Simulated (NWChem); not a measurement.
Species: NbHSOCl2; SMILES [OH][Nb](=[S])([Cl])[Cl]

```xyz
6

Nb     0.0377    -0.1935     0.0000
S      1.9774     0.7391     0.0000
Cl    -1.0778     0.4446    -1.9078
Cl    -1.0778     0.4446     1.9078
O      0.2942    -2.0525     0.0000
H      1.1078    -2.5905     0.0000
```
Atoms are numbered in this order, from 1.

Program: NWChem. Coordinates come from a PBE-D3(BJ)/def2-SVP optimisation. Not confirmed as a minimum by frequencies. def2 effective core potentials on Nb; no spin-orbit coupling. Vertical excitations in the gas phase.

**Question.** Estimate the computed values for B3LYP/def2-SVP, full TDDFT. Quantities: lowest excitation, singlet (eV); oscillator strength of that lowest state; orbital gap (eV).

**Answer.** The lowest excitation, singlet (eV) is 3.56 and the oscillator strength of that lowest state is 0.002. The orbital gap (eV) is 4.84.
